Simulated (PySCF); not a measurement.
AlCl₂H₃Si. Atoms are numbered in the order given.

```xyz
7

Al    -0.0710     0.0270    -0.0320
Cl    -1.7766    -1.1737    -0.2768
Cl    -0.1198     1.9170    -0.9468
Si     1.8767    -0.7352     1.2042
H      2.5142     0.4073     1.9275
H      2.8750    -1.3052     0.2452
H      1.4983    -1.7960     2.1866
```
Charge 0, spin multiplicity 1.

The structure is a stationary point at PBE0-D3(BJ)/def2-SVP.

Computed with PBE0/pcSseg-1 (PySCF).

GIAO shieldings, no solvent; atoms alike by connectivity are averaged. δ = σ(ref) − σ: ³⁵Cl against HCl (σ = 945.9 ppm); ²⁹Si against TMS (σ = 352.7 ppm); ¹H against TMS (σ = 31.56 ppm), references at their B3LYP-D3(BJ)/def2-TZVP geometries, non-relativistic (without spin–orbit terms, shifts of atoms bonded to Cl or Br come out too high).

Computed chemical shifts:
| nucleus | atoms | count | δ (ppm) |
|---|---|---|---|
| ³⁵Cl | Cl2, Cl3 | 2 | 125.7 |
| ²⁹Si | Si4 | 1 | -124.4 |
| ¹H | H5, H6, H7 | 3 | 3.55 |
